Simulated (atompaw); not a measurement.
What one change does to a pseudopotential (iridium (Ir), PAW (atompaw))

* Element: Ir
* Generator: atompaw 4.2.0.5
* Type: PAW
* Functional: LDA (PW92)
* Relativity: scalar-relativistic
* Frozen core: [Xe]
* Valence charge: 23
* Reference configuration: 4f14 5d7 6s2 6p0
* Partial waves: 6s (bound): rc 2.00 bohr; 6s channel at 1.15 Ry: rc 2.00 bohr; 6p (bound, empty): rc 2.65 bohr; 6p channel at 0.8 Ry: rc 2.65 bohr; 5d (bound): rc 1.70 bohr; 5d channel at -0.2 Ry: rc 1.70 bohr; 4f (bound): rc 1.10 bohr; 4f channel at -0.85 Ry: rc 1.10 bohr
* Local potential: troulliermartins scheme with l = 4 at 0 Ry, radius 1.85 bohr
* Core correction: smooth core density matched at 2.30 bohr
* Augmentation charge: sinc compensation charge, radius 2.45 bohr; PAW radius 2.65 bohr; waves and projectors: custom rrkj gramschmidtortho

Change: all radii scaled by about 1.09 (s 2.18, p 2.90, d 1.86, f 1.20 bohr); local potential troulliermartins scheme with l = 4 at 0 Ry, radius 2.02 bohr; augmentation sinc compensation charge, radius 2.68 bohr; PAW radius 2.90 bohr; waves and projectors: custom rrkj gramschmidtortho; core correction smooth core density matched at 2.52 bohr.

Cutoffs: the cutoffs (Ry, on a coarse ladder) from which the occupation-weighted sum of valence levels, in a spherical-Bessel basis at the reference potential, stays within 10 and 1 mRy of its value at 400 Ry; they do not see the model core or the augmentation charge, which bear on the density cutoff.

Task: What does the change do?

Result: The potential gets softer (160 Ry and 260 Ry → 140 Ry and 230 Ry); both files keep a bound ghost (p, s). A larger radius leaves more room for a smooth pseudo-wave, so fewer plane waves are needed.

```csv
quantity,base,changed
"cutoff, loose",160 Ry,140 Ry
"cutoff, tight",260 Ry,230 Ry
loose cutoff by channel (10 mRy a level),"s 8 Ry, d 30 Ry, f 100 Ry","s 6 Ry, d 25 Ry, f 90 Ry"
bound ghosts,"s, p","s, p"
lowest overlap eigenvalue by channel,"s 0.70, p 0.50, d 0.95, f 0.08","s 0.54, p 0.39, d 0.95, f 0.94"
```

 A true bound ghost makes a file unfit for plane-wave use even where its test errors are small: the radial tests pick states by their node count and pass the ghost by. The cutoffs see the waves, projectors and local potential, not the compensation charge or the core.
